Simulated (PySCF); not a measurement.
An unknown gives this computed stick spectrum. Method: PySCF 2.14.0, density-fitted response routines, TDDFT CAM-B3LYP/def2-SVPD, vertical, gas phase, core orbitals frozen in the response. Geometries: GFN2-xTB, one conformer each.

| state | ν̃ (cm⁻¹) | f | main configurations (H = HOMO, L = LUMO) |
| --- | --- | --- | --- |
| S1 | 48570 | 0.0018 | H→L (82%) |
| S2 | 51970 | 0.0060 | H-1→L (64%), H→L+2 (8%) |
| S3 | 54030 | 0.018 | H→L+1 (54%), H-1→L+1 (10%), H→L+2 (9%) |
| S4 | 55460 | 0.028 | H-2→L (69%) |
| S5 | 57650 | 0.034 | H→L+2 (26%), H→L+4 (25%), H-1→L+1 (24%) |
| S6 | 58200 | 0.0095 | H→L+2 (32%), H-1→L+1 (27%), H→L+1 (18%) |
| S7 | 59510 | 0.0023 | H→L+4 (38%), H-1→L+2 (12%) |
| S8 | 59810 | 0.0062 | H→L+3 (76%) |

Triplets computed (Tamm–Dancoff): 5.76, 6.07, 6.21 eV.

Orbital energies (eV): HOMO-3 -10.58, HOMO-2 -9.48, HOMO-1 -8.93, HOMO -8.57, LUMO 0.61, LUMO+1 1.02, LUMO+2 1.44.

**Question.** Which candidate is it? All have the formula CH10N2OSi3.
A. `N[Si@@H](C=O)N([SiH3])[SiH3]`
B. `C=NN[SiH2][SiH2]O[SiH3]`
C. `C[Si@@H]1N[Si@H](O)N[SiH2]1`

**Answer.** C. Its S1, at 6.02 eV, is the highest among the candidates; the nearest of the others has S1 at 5.45 eV. S1 is HOMO→LUMO (82%). Löwdin shares by element: HOMO nitrogen 61%, silicon 12% or more (atoms not listed hold the other 26%); LUMO silicon 50%, oxygen 7% (atoms not listed hold the other 43%). At the same level the other candidates give, for their lowest levels:
- `C=NN[SiH2][SiH2]O[SiH3]`: 5.45 eV (f 0.001); 5.97 eV (f 0.272); 6.00 eV (f 0.028); 6.31 eV (f 0.011); 6.38 eV (f 0.032); T1 3.81 eV; HOMO -7.99, LUMO 0.35 eV
- `N[Si@@H](C=O)N([SiH3])[SiH3]`: 3.23 eV (f 0.000); 5.22 eV (f 0.015); 5.83 eV (f 0.004); 6.50 eV (f 0.001); 6.84 eV (f 0.008); T1 2.56 eV; HOMO -8.53, LUMO -0.69 eV
